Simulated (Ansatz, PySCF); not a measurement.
Process, species as SMILES: CO (CH4O) [methanol] → [CH2]O + H atom (the C-H bond at the site shown breaks; other sites are not compared here)
Each molecule is optimised on its own at B3LYP-D3(BJ)/def2-TZVP (Ansatz, an electronic-structure program), one conformer each, not searched for the lowest.
Geometry of the first species:
```
C
H 1 1.0891
H 1 1.0957 2 108.34
H 1 1.0957 2 108.34 3 -117.92
O 1 1.4207 2 106.80 3 121.04
H 5 0.9621 1 108.72 2 -180.00
```

Property: bond dissociation energy (enthalpy at 298 K, with B3LYP-D3(BJ) rigid-rotor harmonic-oscillator terms from PySCF), in kJ/mol. Cores are frozen in the correlated levels unless marked. Open shells are spin-unrestricted. No spin-orbit coupling. No relativistic terms. CBS(X,Y): correlation extrapolated as X^-3; Hartree-Fock from the larger set.

```tsv
level	program	bond dissociation energy (kJ/mol)
r2SCAN0/def2-TZVPD	Ansatz	___
LC-wPBE/def2-TZVPD	Ansatz	___
B2PLYP-D4/def2-TZVPD	Ansatz + dftd4	390.9
CCSD/def2-TZVPP	Ansatz	395.9
CCSD(T)/CBS(cc-pVTZ,cc-pVQZ)	Ansatz	403.8
```

**Question.** What belongs in the gaps?

**Answer.** 
- r2SCAN0/def2-TZVPD, bond dissociation energy (kJ/mol): 379.6
- LC-wPBE/def2-TZVPD, bond dissociation energy (kJ/mol): 381.2
